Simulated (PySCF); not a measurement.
## Zr (zirconium, neutral) across methods

[Kr] 4d4, high-spin 5D determinant (an excited configuration). Calculation: PySCF 2.14, in x2c-TZVPPall (8s6p6d2f1g, 79 functions); scalar relativity by spin-free X2C-1e.

| method | E (hartree) | mean ε 4p α (eV) | mean ε 4p β (eV) | mean ε 4d α (eV) | Σ⟨r²⟩ (bohr²) | ⟨S²⟩ |
| --- | --- | --- | --- | --- | --- | --- |
| M06-L | -3598.00 | -29.928 | -27.601 | -1.423 | 55.94 | 6.002 |
| UHF | -3596.09399 | -38.579 | -34.402 | -4.768 | 56.34 | 6.006 |
| PBE0 | -3597.84 | -31.716 | -29.449 | -2.697 | 57.29 | 6.002 |
| r2SCAN | -3598.15 | -30.110 | -28.057 | -1.945 | 57.67 | 6.003 |
| LDA | -3593.71 | -29.419 | -27.890 | -2.052 | 58.73 | 6.001 |
| PBE | -3597.77 | -29.256 | -27.576 | -1.940 | 58.67 | 6.001 |
| BHandHLYP | -3598.13 | -34.055 | -31.350 | -3.277 | 56.85 | 6.002 |
| CAM-B3LYP | -3598.34 | -33.017 | -30.876 | -3.655 | 57.09 | 6.001 |
| BLYP | -3598.27 | -29.121 | -27.618 | -1.746 | 59.41 | 6.000 |
